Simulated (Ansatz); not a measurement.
Basis-set extrapolation for `C/N=C\C=C(\NC)OC` (PBE0-D4/def2-TZVP geometry, frozen core, the Gaussian-basis code of Ansatz). Multiplicity 1, RHF reference.

|  | def2-TZVPP | def2-QZVPP |
| --- | --- | --- |
| HF | -418.057378 | -418.076561 |
| MP2 correlation | -1.646282 | -1.757195 |
| CCSD(T) correlation | -1.778704 | not run |

Energies in hartree. Use E(X) = E(∞) + A·exp(−7.88·√X) for Hartree–Fock and E(X) = E(∞) + B·X^(−2.97) for correlation, with X = 3 and 4, and add CCSD(T) minus MP2 of the smaller set to the MP2 limit.

Problem. What is the CCSD(T) energy at the basis-set limit?

Solution. HF limit: -418.076561 + (-0.019183) × 0.13774 = -418.07920. MP2 limit: -1.757195 + (-0.110913) × 0.74074 = -1.83935. Higher-order term: -1.778704 − (-1.646282) = -0.13242. Total: -420.05097 hartree, 564.2 kJ/mol below CCSD(T)/def2-TZVPP.
